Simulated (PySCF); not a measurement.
These 2 structures share the formula C4H3ClN2. The calculation used PySCF, PBE0-D3(BJ)/def2-SVP geometry optimisation, gas phase. One conformer each; no zero-point energy, no entropy. No frequencies were run at this level. Point groups hold within 0.08 Å.

**Question.** Rank from lowest to highest electronic energy at this level (kcal/mol).
A. `c1nc(Cl)ncc1` (2-chloropyrimidine)
B. `ClC1=NC=CN=C1` (chloropyrazine)

**Answer.** A (0.0), B (4.2).

```csv
SMILES,E (Eh),E rel (kcal/mol),dipole (D),point group,"A, B, C (MHz)"
Clc1ncccn1,-723.14235,0.0,3.61,C2v,"6139, 1706, 1335"
Clc1cnccn1,-723.13560,4.2,1.35,Cs,"6098, 1664, 1307"
```

**Question.** How do the relative energies change in single points at PBE0/pcSseg-1 (no added dispersion term) on the same geometries?

**Answer.** 
```csv
SMILES,PBE0-D3(BJ)/def2-SVP (kcal/mol),PBE0/pcSseg-1 (kcal/mol),shift
Clc1ncccn1,0.0,0.0,0.0
Clc1cnccn1,4.2,4.4,+0.2
```

Each column counts from its own lowest isomer. The order is unchanged; the largest shift is 0.2 kcal/mol.
